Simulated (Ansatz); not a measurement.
SiCl+, closed-shell singlet (lowest of 2S+1 = 1, 3, 5 at CCSD(T)/def2-TZVPP on PBE0 minima; our sources give no spin for the ground state, which may be another), most abundant isotopes (27.9769 and 34.9689 u). Constants from fifth-degree fits in 1/R to seven points on the lowest solution found; no spin–orbit coupling, no relativity up to Kr; ω_e x_e and α_e move by some per cent with the fit.

Correlated levels freeze the cores. CBS: X⁻³ extrapolation of the correlation energy, Hartree–Fock from the larger set.

The values were computed with Ansatz (a first-principles code). Each number belongs to the level named beside it.

```
level                                          r_e (Å)  ω_e (cm⁻¹)  ω_e x_e (cm⁻¹)  α_e (cm⁻¹)
---------------------------------------------  -------  ----------  --------------  ----------
PBE/def2-TZVPP                                  1.9745       643.0            2.27     0.00148
CCSD(T)/CBS(aug-cc-pV(Q+d)Z, aug-cc-pV(5+d)Z)   1.9497       680.0            2.25     0.00144
```

Derive the rotational constants, the centrifugal constant, the fundamental, the zero-point energy and the force constant.


μ = 15.54228 u.
- PBE/def2-TZVPP: B_e = 16.8576/(μ r_e²) = 0.27820 cm⁻¹; B₀ = B_e − α_e/2 = 0.27746 cm⁻¹; D = 4B_e³/ω_e² = 2.08e-07 cm⁻¹; fundamental ω_e − 2ω_e x_e = 639 cm⁻¹; zero-point energy ω_e/2 − ω_e x_e/4 = 321 cm⁻¹; k = μ(2πcω_e)² = 379 N/m; the line J = 1 ← 0 at 2B₀ = 16.64 GHz
- CCSD(T)/CBS(aug-cc-pV(Q+d)Z, aug-cc-pV(5+d)Z): B_e = 16.8576/(μ r_e²) = 0.28532 cm⁻¹; B₀ = B_e − α_e/2 = 0.28460 cm⁻¹; D = 4B_e³/ω_e² = 2.01e-07 cm⁻¹; fundamental ω_e − 2ω_e x_e = 675 cm⁻¹; zero-point energy ω_e/2 − ω_e x_e/4 = 339 cm⁻¹; k = μ(2πcω_e)² = 423 N/m; the line J = 1 ← 0 at 2B₀ = 17.06 GHz
